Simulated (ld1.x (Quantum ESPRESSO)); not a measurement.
# Pb, PAW: configuration errors across variants

- Element: lead
- Generator: ld1.x (Quantum ESPRESSO) 7.5
- Type: PAW
- Functional: PBEsol
- Relativity: fully relativistic
- Frozen core: [Kr] 4d10 4f14
- Valence charge: 22
- Reference configuration: 5s2 5p6 5d10 6s2 6p0 (charge +2)
- Partial waves: 5s (bound): rcut 1.20, rcutus 1.40 bohr; 6s (bound): rcut 1.20, rcutus 1.40 bohr; 5p (bound): rcut 1.25, rcutus 1.45 bohr; 6p (bound, empty): rcut 1.25, rcutus 1.45 bohr; 5d (bound): rcut 1.70, rcutus 2.15 bohr; 5d channel at -1.25 Ry: rcut 1.70, rcutus 2.15 bohr
- Local potential: all-electron potential smoothed inside 2.05 bohr (lloc = -1)
- Core correction: a·sin(br)/r model core, default radius (ld1.x builds one for every PAW set, though the input has nlcc=.false.)
- Augmentation charge: GAUSS, radius 1.30 bohr

Open shells are filled in proportion to 2j + 1 (rel_dist='average').

All-electron excitation energies from the reference (eV): (1) 5s2 5p6 5d10 6s2 6p2 -20.330; (2) 5s2 5p6 5d10 6s2 6p1 -13.609; (3) 5s2 5p6 5d10 6s1 6p0 32.476; (4) 5s2 5p6 5d10 6s1 6p3 -11.730.

The default core radius of the base comes out at 0.67 bohr.

Errors AE − PS in meV (a dash: test not solved or not reliable):

```tsv
change	(1)	(2)	(3)	(4)	bound ghosts
base	-0.1	0.0	+8.3	+6.4	not determined
core correction a·sin(br)/r model core inside 0.60 bohr	+0.2	+0.1	+12	+11	not determined
core correction a·sin(br)/r model core inside 0.88 bohr	0.0	0.0	+9.6	+8.3	not determined
core correction a·sin(br)/r model core inside 1.08 bohr	0.0	0.0	+8.7	+6.9	not determined
core correction a·sin(br)/r model core inside 1.24 bohr	-0.1	0.0	+8.4	+6.5	not determined
core correction a·sin(br)/r model core inside 1.38 bohr	-0.1	0.0	+8.3	+6.4	not determined
core correction a·sin(br)/r model core inside 1.52 bohr	-0.1	0.0	+8.3	+6.4	not determined
core correction a·sin(br)/r model core inside 1.62 bohr	-0.1	0.0	+8.3	+6.4	not determined
```

**Question.** Give the same row for: core correction a·sin(br)/r model core inside 0.76 bohr.

**Answer.** +0.1, -0.1, +10, +9.7; bound ghosts: not determined.
